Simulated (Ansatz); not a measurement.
One change: `C=C(F)BO` becomes `C=C(F)B[SiH3]`.

Ansatz, PBE0-D4/def2-TZVP geometries, multiplicity 1. Each molecule was computed in one conformer, which needn't be the lowest.

| property | `C=C(F)BO` |
| --- | --- |
| LUMO energy (PBE/def2-TZVPP) / eV | -2.35 |
| LUMO energy (B3LYP/def2-TZVPP) / eV | -1.63 |
| HOMO–LUMO gap (PBE/def2-TZVPP) / eV | 4.46 |
| size of the dipole moment (ωB97M-V/def2-TZVPP) / D | 1.07 |
| HOMO–LUMO gap (ωB97M-V/def2-TZVPP) / eV | 10.98 |
| HOMO–LUMO gap (PBE0/def2-TZVPP) / eV | 6.64 |

Give the same properties after the change, and the shifts. (An estimate is asked.)

Ansatz gave: 
```tsv
property	`C=C(F)B[SiH3]`	shift
LUMO energy (PBE/def2-TZVPP) / eV	-3.67	-1.32
LUMO energy (B3LYP/def2-TZVPP) / eV	-2.94	-1.31
HOMO–LUMO gap (PBE/def2-TZVPP) / eV	3.44	-1.02
size of the dipole moment (ωB97M-V/def2-TZVPP) / D	2.07	1.00
HOMO–LUMO gap (ωB97M-V/def2-TZVPP) / eV	9.73	-1.25
HOMO–LUMO gap (PBE0/def2-TZVPP) / eV	5.51	-1.13
```

With PBE0 the HOMO falls by 0.24 eV and the LUMO falls by 1.36 eV, so the gap narrows by about 1.12 eV. PBE moves the HOMO by -0.31 eV and ωB97M-V by -0.22 eV. Dipoles are sizes alone; their direction can turn.

B3LYP here is the variant with VWN-RPA as its local correlation; programs differ in this.
